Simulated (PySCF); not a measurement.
PySCF input:

```python
from pyscf import gto, scf, dft

mol = gto.M(
    atom='''
    Si   -0.53848268    0.07142093    0.06098852
    F     1.05646224    0.02262613   -0.15902280
    H    -1.15643441   -0.88757867   -0.89288587
    H    -0.81296828   -0.31594951    1.47025172
    ''',
    basis='def2-tzvpd',
    charge=0,
    spin=1,
    verbose=4,
)

mf = dft.UKS(mol, xc='m062x').density_fit(auxbasis='def2-universal-jkfit')
mf.grids.level = 4
mf.conv_tol = 1e-9
mf.max_cycle = 100
mf.max_memory = 1500
mf.kernel()
if not mf.converged:
    mf = mf.newton()
    mf.kernel(mf.make_rdm1())
for _ in range(2):
    mo, _, stable, _ = mf.stability(return_status=True)
    if stable:
        break
    mf.kernel(mf.make_rdm1(mo, mf.mo_occ))
mf.analyze()
```

Task: What final total energy does it print?

Result: -390.53139 Eh (M06-2X/def2-TZVPD).

It need not be the lowest isomer of its formula.
